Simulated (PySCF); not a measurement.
NMR data simulated for an unnamed compound:

¹H NMR (500 MHz, computed): δ 4.72 (m, 2H), 3.88 (s, 3H), 1.39 (m, 6H).

¹³C{¹H} NMR (computed): δ 93.3 (C), 54.4 (CH3), 26.0 (CH3).

- GFN2-xTB structure
- σ from GIAO-PBE0/pcSseg-1
- program: PySCF 2.14
- rapidly exchanging positions averaged, no solvent, single conformer, non-relativistic Hamiltonian

δ = σ(ref) − σ, references computed at the same level: ¹H and ¹³C vs TMS.

Task: Which of these does the molecule contain: a vinyl group CH=CH2, a Si–H bond, a benzene ring, a C≡C triple bond?

Result: 
- A vinyl group CH=CH2: no.
- A Si–H bond: yes (δH 4.72 (m)).
- A benzene ring: no.
- A C≡C triple bond: no.

The data belong to `CC([SiH2]OC)(C)F`, C4H11FOSi; they needn't prove each group on their own.

Carbon signals by region: 2 at 50–100 ppm, 1 below 50 ppm.

Splittings by ¹⁹F in the carbon and heteronuclear signals aren't shown, as no couplings were computed. Shifts are as computed. Against solution values, carbons near 30 ppm lie about +3 ppm off and those near 130 ppm about +5 ppm. Of 1211 compounds with measured shifts, 218 miss one by over three times the rms of a fit or turn the order of signals round; such compounds aren't used in these exercises. Multiplicities follow the n + 1 count of equivalent neighbours, as no J values were calculated; m marks all less simple cases, F and P coupling included.
